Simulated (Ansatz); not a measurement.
One change: `[NH2][In]([F])[SH]` becomes `NB(F)S`.

Ansatz, PBE0-D4/def2-TZVP geometries, multiplicity 1. Each molecule was computed in one conformer, which needn't be the lowest.

Elements past krypton have def2 core potentials.

```tsv
property	`[NH2][In]([F])[SH]`
HOMO–LUMO gap (B3LYP/def2-TZVPP) / eV	5.44
LUMO energy (PBE/def2-TZVPP) / eV	-2.56
HOMO–LUMO gap (PBE/def2-TZVPP) / eV	3.82
HOMO–LUMO gap (ωB97M-V/def2-TZVPP) / eV	10.10
LUMO energy (PBE0/def2-TZVPP) / eV	-1.69
LUMO energy (ωB97M-V/def2-TZVPP) / eV	0.15
```

**Question.** What does the change do to each property? (Best estimate.)

**Answer.** Ansatz gave: 
```json
{"property": "HOMO–LUMO gap (B3LYP/def2-TZVPP) / eV", "`NB(F)S`": "7.25", "shift": "1.81"}
{"property": "LUMO energy (PBE/def2-TZVPP) / eV", "`NB(F)S`": "-0.43", "shift": "2.13"}
{"property": "HOMO–LUMO gap (PBE/def2-TZVPP) / eV", "`NB(F)S`": "5.69", "shift": "1.87"}
{"property": "HOMO–LUMO gap (ωB97M-V/def2-TZVPP) / eV", "`NB(F)S`": "11.55", "shift": "1.45"}
{"property": "LUMO energy (PBE0/def2-TZVPP) / eV", "`NB(F)S`": "0.45", "shift": "2.14"}
{"property": "LUMO energy (ωB97M-V/def2-TZVPP) / eV", "`NB(F)S`": "1.95", "shift": "1.80"}
```

With PBE0 the HOMO rises by 0.32 eV and the LUMO rises by 2.14 eV, so the gap widens by about 1.82 eV. PBE moves the HOMO by 0.26 eV and ωB97M-V by 0.36 eV.

B3LYP here is the variant with VWN-RPA as its local correlation; programs differ in this.
